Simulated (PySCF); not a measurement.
Compound: C3H9FNSi2 (doublet state).
Geometry (GFN2-xTB, Å), atoms numbered from 1 in this order:
```xyz
16
C3H9FNSi2 angstrom
F     -2.5984   -1.8931    0.3468
C     -2.7622   -0.5224    0.2407
C     -2.4017    0.1598   -0.9862
C     -1.5135    0.3241    0.1543
Si     0.1720   -0.5634    0.1774
N      1.3332    0.6667   -0.1600
Si     3.0529    0.5766    0.0477
H     -3.6102   -0.2300    0.8491
H     -2.2218   -0.2138   -1.9705
H     -1.5379    1.2507    0.7163
H      0.1943   -1.6260   -0.8299
H      0.4020   -1.0955    1.5218
H      0.9874    1.4957   -0.6138
H      3.5992    1.7209   -0.6805
H      3.3719    0.6541    1.4750
H      3.5251   -0.6957   -0.4972
```

The hyperfine couplings belong to this conformer and change with its torsions.

The species is `F[C@@H]1[CH][C@@H]1[SiH2]N[SiH3]` [radical].

Theory: PySCF 2.14.0, UKS B3LYP, pcH-1 on C F H N Si, non-relativistic, mean-field spin-orbit, GIAO. The structure is a single GFN2-xTB conformer in the gas phase; no vibrational or solvent corrections. GFN2-xTB frequencies show an imaginary mode (49i cm⁻¹), so this geometry is no minimum at that level. Couplings are sensitive to structure, and on GFN2-xTB geometries they can be far from those on DFT ones. The SCF solution wasn't tested for stability.

(1) Match the computed a_iso(13C) values +254.6, -24.3, -4.3 MHz with the sites C2; C3; C4.

(2) The isotropic 29Si couplings are -59.9, -0.9 MHz. Assign them to Si5; Si7.

## Answers

(1) 
| site | a_iso (MHz) | ρ(0) (bohr⁻³) | position | distance from C3 (Å) | spin population | largest \|T\| (MHz) |
| --- | --- | --- | --- | --- | --- | --- |
| C2 | -4.3 | -0.0038 | 1 bond from C3 | 1.45 | -0.03 | 4.0 |
| C3 | +254.6 | +0.2266 | largest spin population | 0.00 | +0.93 | 143.4 |
| C4 | -24.3 | -0.0216 | 1 bond from C3 | 1.45 | -0.02 | 11.7 |

(2) 
```
site  a_iso (MHz)  ρ(0) (bohr⁻³)         position  distance from C3 (Å)  spin population  largest |T| (MHz)
 Si5        -59.9        +0.0675  2 bonds from C3                  2.92            +0.04               13.5
 Si7         -0.9        +0.0010  4 bonds from C3                  5.57             0.00                0.2
```

ρ(0) is the spin density at the nucleus and T the dipolar tensor; a_iso includes a spin–orbit part; entries for several nuclei are means. The largest Mulliken spin population is on C3 (+0.93). The angles at C3 add up to 325.0°, so it is pyramidal.

Examples of negative spin density at the nucleus (bohr⁻³): C4 (-0.0216), H9 (-0.0040) and C2 (-0.0038).

Means are taken over nuclei equivalent by connectivity, which assumes that they swap fast.

Time: 73 s (with the writing of density and orbital grids); peak memory 0.96 GiB. Hardware: one thread, Arm Neoverse V2 (aarch64), on a shared host.
